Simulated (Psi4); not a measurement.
The Psi4 input:
```
memory 2 GB

molecule mol {
1 2
  C    -1.190941    0.217814    0.238911
  C     0.048038   -0.353497   -0.350387
  O     1.255792    0.082793    0.056958
  H    -2.079775   -0.236263   -0.192337
  H    -1.246845    1.305401    0.097047
  H    -1.222434    0.087661    1.328941
  H     0.063537   -1.477895   -0.287394
  H     0.039994   -0.303426   -1.475513
  H     1.256603    0.776272    0.742453
}

set basis pcseg-1
set reference uks

energy('m06-2x')
print_variables()
```

Problem. What does this run give for the total energy, number of basis functions, nuclear repulsion energy?

Solution. 
```
Item                             Result
-------------------------  ------------
total energy               -154.5458 Eh
number of basis functions            72
nuclear repulsion energy     82.7645 Eh
```

These values belong to the state on which the SCF converged, which isn't shown to be the lowest.
